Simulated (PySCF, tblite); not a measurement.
Compound: C₇H₁₂P (charge +1).
SMILES with atom numbers: `[CH3:1][C:2]1=[C:3]([CH3:4])[P@H+:5]([CH3:6])[CH:7]=[CH:8]1` (hydrogens: H9, H10, H11 on C1; H12, H13, H14 on C4; H15 on P5; H16, H17, H18 on C6; H19 on C7; H20 on C8)

The geometry is computed with GFN2-xTB (gas phase).

Problem. List the bond lengths, angles and torsions at this level.

Solution. 
```
                  bond  length (pm)
                 C1–C2        148.2
                 C2=C3        135.7
                 C3–C4        149.0
                 C3–P5        180.0
                 P5–C6        180.5
                 P5–C7        178.8
                 C7=C8        134.4
                 C2–C8        146.6
 C1–H9, C1–H10, C1–H11        108.8
C4–H12, C4–H13, C4–H14        108.9
                P5–H15        138.0
C6–H16, C6–H17, C6–H18        109.1
                C7–H19        107.5
                C8–H20        107.9
```

Bonds in one row agree within 1 pm and their mean is given. A selection of angles:
```
   angle  degrees
C1–C2–C3    125.9
C1–C2–C8    119.8
C3–C2–C8    114.3
C2–C3–C4    128.7
C2–C3–P5    107.8
C4–C3–P5    123.5
C3–P5–C6    116.4
C3–P5–C7     94.0
C6–P5–C7    115.9
P5–C7–C8    107.4
C2–C8–C7    116.5
```

Dihedral angles: C1–C2–C3–C4 1° (synperiplanar); C2–C3–P5–C6 122° (anticlinal); C3–P5–C7–C8 0° (synperiplanar); P5–C7–C8–C2 0° (synperiplanar); C1–C2–C8–C7 180° (antiperiplanar).

P5 (phosphonium phosphorus) has angles from 94.0° to 116.4°. The 5-membered ring C2–C3–P5–C7–C8 has internal angles of 94.0° to 116.5°; it is planar, 0.00 Å rms from its mean plane, widest ring torsion 0°. The 5 C–C bonds span 1.344 Å (C7=C8, drawn double) to 1.490 Å (C3–C4, drawn single), a spread of 0.146 Å. Of the pairs four or more bonds apart, C4···H10 is among the closest relative to their van der Waals radii: 2.75 Å, 95 % of the sum of Bondi's values. C8 (alkene CH carbon) is planar (angles 123.6°, 119.9° and 116.5°, sum 360.0°, 0.00 Å off the plane of its three neighbours). C3 (fully substituted alkene carbon) is planar (angles 128.7°, 123.5° and 107.8°, sum 360.0°, 0.01 Å off the plane of its three neighbours). C7 (alkene CH carbon) is planar (angles 127.0°, 125.5° and 107.4°, sum 360.0°, 0.00 Å off the plane of its three neighbours).

Point group: C1 (no symmetry element, even within 0.4 Å). Its GFN2-xTB frequencies are all real (lowest 79 cm⁻¹).
